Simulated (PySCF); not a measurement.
r2SCAN on O⁻ (oxygen, charge -1), [He] 2s2 2p5, 2P determinant. Calculation: PySCF 2.14, in dyall-acv3z; the spin-free X2C one-electron Hamiltonian (Gaussian nucleus).

```
cycle= 1 E= -75.1691566938572  delta_E= -0.00742  |g|= 0.0687  |ddm|= 0.169
cycle= 2 E= -75.1582082899058  delta_E= 0.0109  |g|= 0.179  |ddm|= 0.136
cycle= 3 E= -75.1716181918745  delta_E= -0.0134  |g|= 0.0189  |ddm|= 0.0784
cycle= 4 E= -75.1718065255565  delta_E= -0.000188  |g|= 0.00243  |ddm|= 0.0127
cycle= 5 E= -75.1718165593054  delta_E= -1e-05  |g|= 0.000806  |ddm|= 0.00495
cycle= 6 E= -75.1718175106543  delta_E= -9.51e-07  |g|= 4.54e-05  |ddm|= 0.00178
cycle= 7 E= -75.1718175139323  delta_E= -3.28e-09  |g|= 2.96e-06  |ddm|= 0.000122
cycle= 8 E= -75.1718175139406  delta_E= -8.3e-12  |g|= 2.49e-07  |ddm|= 5.71e-06
converged SCF energy = -75.1718175139406  <S^2> = 0.76244868  2S+1 = 2.0124102
```

Highest occupied orbital energy: 2.293 eV; ⟨L²⟩ = 2.04; populations by l: s 4.00, p 5.00, d 0.00, f 0.00.

Problem. Can this result be used?

Solution. With care. The run converged. At r2SCAN the highest occupied level has a positive energy, so only the finite basis holds that electron; in a semilocal or global hybrid functional this comes from self-interaction and does not mean that the real anion is unbound.
